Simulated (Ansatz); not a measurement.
`C/[C]([GeH3])=[N]\[Ga]([CH3])[CH3]`: the same geometry under several functionals.

```yaml
crystal:
  periodic: [false, false, false]
  atoms:
    - {symbol: C, position_ang: [1.757414, -1.489140, -0.739105]}
    - {symbol: C, position_ang: [1.082501, -0.155189, -0.913773]}
    - {symbol: Ge, position_ang: [1.829668, 1.035959, -2.332136]}
    - {symbol: N, position_ang: [0.109487, 0.250540, -0.250033]}
    - {symbol: Ga, position_ang: [-1.192109, 0.143325, 1.026645]}
    - {symbol: C, position_ang: [-0.736861, 0.912914, 2.774876]}
    - {symbol: C, position_ang: [-2.937485, -0.511739, 0.409738]}
    - {symbol: H, position_ang: [1.274617, -2.063165, 0.055107]}
    - {symbol: H, position_ang: [2.815662, -1.350619, -0.495562]}
    - {symbol: H, position_ang: [1.720635, -2.058975, -1.673116]}
    - {symbol: H, position_ang: [1.029626, 2.344089, -2.342585]}
    - {symbol: H, position_ang: [1.739319, 0.355501, -3.713910]}
    - {symbol: H, position_ang: [3.319633, 1.334316, -2.064233]}
    - {symbol: H, position_ang: [-0.827099, 0.156278, 3.558424]}
    - {symbol: H, position_ang: [0.283693, 1.296814, 2.779854]}
    - {symbol: H, position_ang: [-1.419194, 1.727269, 3.029741]}
    - {symbol: H, position_ang: [-3.221572, -1.411933, 0.960762]}
    - {symbol: H, position_ang: [-2.911696, -0.750864, -0.653803]}
    - {symbol: H, position_ang: [-3.716248, 0.234610, 0.583128]}
basis:
  gaussian: {orbitals: def2-TZVPP}
hamiltonian: {xc: {name: revPBE}, dispersion: d4}
output: {orbitals: {seedname: orbitals}}
```

```sh
$ ansatz run in.yaml --threads 4 --pin off --events-out ev --progress --plain --max-ram 63488MiB --backend cuda --devices 0, --max-vram 37GiB
```

Shortened log:

```
Functional definition: revPBE
2309 factors; their error is unknown
mean field evaluation 1: about -114691.1205 eV, gradient 1.2e2 eV
mean field evaluation 2: about -114609.1228 eV, gradient 2.1e2 eV
mean field evaluation 4: about -114721.7311 eV, gradient 1.7e1 eV
mean field evaluation 8: about -114722.3077 eV, gradient 2.4e-1 eV
mean field evaluation 16: about -114722.2623 eV, gradient 1.2e-3 eV
mean field -114722.26226798 eV, -4215.9653768058 hartree, gradient 6.1e-5 eV, S^2 0.000000; 0 other end points of the search recorded, 0 dependent functions left out
reference -114722.26234806 eV, -4215.9653797490 hartree; 53, 53 occupied and 366, 366 virtual orbitals, 2309 factors
Total energy: -114723.53088620 eV, -4216.0119976657 hartree
```

Run time 1.9 s (4 threads of an AMD EPYC 7R13 on a shared host and a share of an NVIDIA H100 80 GB); peak host memory 0.92 GiB.

Changing it to `hamiltonian: {xc: {name: wB97X-V}}` (abridged; 2.6 s):

```
Functional definition: wB97X-V
mean field evaluation 16: about -114720.5942 eV, gradient 1.6e-4 eV
mean field -114720.59418631 eV, -4215.9040759353 hartree, gradient 2.6e-5 eV, S^2 0.000000
Total energy: -114720.59418328 eV, -4215.9040758241 hartree
```

Changing it to `hamiltonian: {xc: {name: CAM-B3LYP}, dispersion: d4}` (abridged; 2.1 s):

```
Functional definition: CAM-B3LYP
mean field evaluation 16: about -114735.5035 eV, gradient 9.4e-4 eV
mean field -114735.50352862 eV, -4216.4519841593 hartree, gradient 2.1e-5 eV, S^2 0.000000
Total energy: -114735.90858343 eV, -4216.4668696490 hartree
```

With the line `hamiltonian: {xc: {name: r2SCAN0}, dispersion: d4}` (abridged; 2.1 s):

```
Functional definition: r2SCAN0
mean field evaluation 16: about -114726.3347 eV, gradient 1.7e-3 eV
mean field -114726.33468039 eV, -4216.1150352017 hartree, gradient 3.0e-5 eV, S^2 0.000000
Total energy: -114726.47947852 eV, -4216.1203564347 hartree
```

Changing it to `hamiltonian: {xc: {name: LC-wPBE}}` (abridged; 2 s):

```
Functional definition: LC-wPBE
mean field evaluation 16: about -114714.3301 eV, gradient 6.7e-4 eV
mean field -114714.33011544 eV, -4215.6738755768 hartree, gradient 6.4e-5 eV, S^2 0.000000
Total energy: -114714.33011545 eV, -4215.6738755772 hartree
```

The same input with `hamiltonian: {xc: {name: B2PLYP}}` (abridged; 2.5 s):

```
Functional definition: B2PLYP
mean field evaluation 16: about -114694.5007 eV, gradient 5.7e-4 eV
mean field -114694.50069263 eV, -4214.9451577293 hartree, gradient 3.8e-6 eV, S^2 0.000000
23 core orbitals not correlated: weight in the atoms' cores, before any rotation towards them, 1.000 or more for the frozen orbitals, at most 0.000 for the correlated occupied ones
second order -46.24494488 eV of doubles, -0.00000000 eV of singles
Total energy: -114706.98708581 eV, -4215.4040242151 hartree
```
